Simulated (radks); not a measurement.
Task: These are the eigenvalues of the occupied orbitals of an atom or ion with whole-number occupations (hartree). Calculated with a radial shooting solver on a logarithmic mesh with Libxc functionals: scalar-relativistic Kohn-Sham, r2SCAN, spin-unpolarised, spherical densities, finite nucleus; meta-GGA in the generalised Kohn-Sham scheme; Fermi nuclear charge, rms radius of each element as measured or else 0.836 A^(1/3) + 0.57 fm.

orbital  eigenvalue
1s        -1844.120
2s        -305.5911
2p        -271.8656
3s        -68.32533
3p        -57.82230
3d        -43.95608
4s        -14.19661
4p        -10.71634
4d         -5.88220
5s         -2.23464
5p         -1.38932
4f         -0.66670
5d         -0.40236
7s         -0.15769

Which element is it, and in what charge state? The configuration may be excited.

Result: Z = 64, gadolinium, charge +1: Gd+ in [Xe] 4f7 5d1 7s1. The list shows which subshells hold electrons but not how many an open one holds; the 1s level, -1844.1 hartree, gives Z - s = 60.7 by -(Z - s)^2/2, which with screening and relativity narrows Z to a few neighbours, and the depths of the outer levels then fix element, charge and occupations together.
